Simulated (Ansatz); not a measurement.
```yaml
crystal:
  periodic: [false, false, false]
  atoms:
    - {symbol: Be, position_ang: [-0.361863, -0.901077, 0.543636]}
    - {symbol: Te, position_ang: [-1.329432, 0.696165, 0.967108]}
    - {symbol: Be, position_ang: [-0.114454, 1.211447, -0.590962]}
    - {symbol: Te, position_ang: [1.637839, -0.689337, -1.525502]}
basis:
  gaussian: {orbitals: def2-mTZVPP, final_grid: {core_spheres: 8, valence_spheres: 7, degree: 23}}
total_charge: 1
magnetization: {spin_polarized: true, initial_magnetization: 1}
hamiltonian: {xc: {name: r2SCAN}}
scf: {omitted_lower_state_checks: [starts]}
output: {forces: true}
```

```sh
$ ansatz run in.yaml --threads 4 --pin off --events-out ev --progress --plain --max-ram 3916MiB
```

It prints (some lines left out):

```
Functional definition: r2SCAN
964 factors; their error is unknown
mean field evaluation 1: about -15384.9155 eV, gradient 1.8e1 eV
mean field evaluation 2: about -15385.0879 eV, gradient 2.1e1 eV
mean field evaluation 4: about -15386.9125 eV, gradient 1.7e0 eV
mean field evaluation 8: about -15386.9395 eV, gradient 7.6e-2 eV
mean field evaluation 16: about -15386.6879 eV, gradient 1.9e-3 eV
mean field -15386.68790137 eV, -565.4503509036 hartree, gradient 7.5e-5 eV, S^2 0.772791; 0 other end points of the search recorded, 0 dependent functions left out
reference -15386.68791920 eV, -565.4503515588 hartree; 28, 27 occupied and 66, 67 virtual orbitals, 964 factors
Total energy: -15386.68791920 eV, -565.4503515588 hartree
Atom 0 at    -0.361863    -0.901077     0.543636 Å, force     4.587060    -4.787247    -2.955043 eV/Å
Atom 1 at    -1.329432     0.696165     0.967108 Å, force    -5.849441     4.853732     4.417549 eV/Å
Atom 2 at    -0.114454     1.211447    -0.590962 Å, force     3.125949    -0.967503    -2.871134 eV/Å
Atom 3 at     1.637839    -0.689337    -1.525502 Å, force    -1.863568     0.901017     1.408627 eV/Å
Dipole moment:    -0.099430     0.025612     0.032053 e Å
Checks for a lower state left out: starts
```

Run time 2.3 s (4 threads of Arm Neoverse V1 on a shared host).

In the def2 sets Te takes a core potential; there is no spin–orbit coupling.

The dipole of an ion depends on the origin.
